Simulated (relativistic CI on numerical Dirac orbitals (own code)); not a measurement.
**Sensitivity of the levels of P¹²⁺ to α**

These numbers are calculated, not measured: Dirac-Coulomb-Breit CI, orbitals from a KLI potential per configuration, derivatives by finite differences, unscaled Slater integrals, QED left out (own radial code, finite nucleus).

Configuration list (outside the closed core 1s2): 2s, 2p, 3s, 3p, 3d. Levels of other configurations are missing.

With x = (α/α₀)² − 1 an excitation energy changes as ω = ω₀ + qx; K = 2q/ω₀ is the relative enhancement. Terms are leading LS components, so labels can repeat.

Lowest level 2s ²S1/2.

| Level | ω₀ (cm⁻¹) | q (cm⁻¹) |
| --- | --- | --- |
| 2p ²P°1/2 | 209826 | 3273 |
| 2p ²P°3/2 | 220956 | 14470 |
| 3s ²S1/2 | 2788372 | 10700 |
| 3p ²P°1/2 | 2846271 | 11590 |
| 3p ²P°3/2 | 2849537 | 14880 |
| 3d ²D3/2 | 2870245 | 14710 |
| 3d ²D5/2 | 2871273 | 15740 |

At this charge energies of transitions that change n are usually good to better than 1 %, and those within a shell (Δn = 0) to a few per cent.

**Question.** Which transition from the lowest level has the largest |K|?

**Answer.** 2p ²P°3/2 at 220956 cm⁻¹, K = 0.131.
